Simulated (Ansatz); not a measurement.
Ansatz (a program for electronic structure) input (PBE/def2-TZVP):

Ansatz 0.2 input:
```yaml
crystal:
  periodic: [false, false, false]
  atoms:
    - {symbol: W, position_ang: [-0.00000000, -0.00000000, -0.12789373]}
    - {symbol: C, position_ang: [0.00000000, 0.00000000, 1.57735606]}
basis:
  gaussian:
    orbitals: def2-TZVP
hamiltonian:
  xc: {name: PBE}
magnetization: {spin_polarized: true, initial_magnetization: 2}
relax: {f_tol: 0.003, max_steps: 100}
```

End of the output:

```
504 factors; their error is unknown
mean field: 0.18 GiB planned
mean field -2856.41167577 eV, -104.9711929392 hartree, gradient 8.5e-6 eV, S^2 2.032197; 0 other end points of the search recorded, 0 dependent functions left out
the calculation of the forces begins
reference -2856.41170974 eV, -104.9711941875 hartree; 11, 9 occupied and 60, 62 virtual orbitals, 504 factors
relax step   2: F+E_penalty+E_count = -2856.41167577 eV  Δ(F+E_penalty+E_count) = -2.721e-3 eV  max|allowed force component| = 1.472e-1 eV/Å  Δτ_max = 0.0042 Å  (44 SCF iters, accepted)
these checks for a lower state are left out or cut short: starts, cluster_reference, orbital_swaps, neighbouring_geometries, increment
integrals: 0.01 GiB planned
504 factors; their error is unknown
mean field: 0.18 GiB planned
mean field evaluation 192: about -2856.4119 eV, gradient 4.5e-2 eV
mean field -2856.41193470 eV, -104.9712024548 hartree, gradient 7.7e-6 eV, S^2 2.032843; 0 other end points of the search recorded, 0 dependent functions left out
the calculation of the forces begins
reference -2856.41196872 eV, -104.9712037049 hartree; 11, 9 occupied and 60, 62 virtual orbitals, 504 factors
relax step   3: F+E_penalty+E_count = -2856.41193470 eV  Δ(F+E_penalty+E_count) = -2.589e-4 eV  max|allowed force component| = 2.958e-3 eV/Å  Δτ_max = 0.0017 Å  (46 SCF iters, accepted)
integrals: 0.01 GiB planned
504 factors; their error is unknown
mean field: 0.18 GiB planned
mean field evaluation 224: about -2856.4119 eV, gradient 5.5e-5 eV
mean field evaluation 256: about -2856.4114 eV, gradient 1.2e-1 eV
mean field evaluation 288: about -2856.4119 eV, gradient 2.3e-6 eV
mean field evaluation 320: about -2856.3761 eV, gradient 7.0e-1 eV
mean field evaluation 352: about -2856.4119 eV, gradient 1.6e-2 eV
mean field -2856.41193470 eV, -104.9712024548 hartree, gradient 7.7e-6 eV, S^2 2.032843; 5 other end points of the search recorded, 0 dependent functions left out
the calculation of the forces begins
reference -2856.41196872 eV, -104.9712037049 hartree; 11, 9 occupied and 60, 62 virtual orbitals, 504 factors
Total energy: -2856.41196872 eV, -104.9712037049 hartree
Atom 0 at     0.000000     0.000000    -0.133797 Å, force    -0.000000    -0.000000    -0.002958 eV/Å
Atom 1 at    -0.000000    -0.000000     1.583260 Å, force     0.000000     0.000000     0.002958 eV/Å
Dipole moment:     0.000000    -0.000000    -0.839424 e Å
```

The spin state was set by rule; other spins were not relaxed.
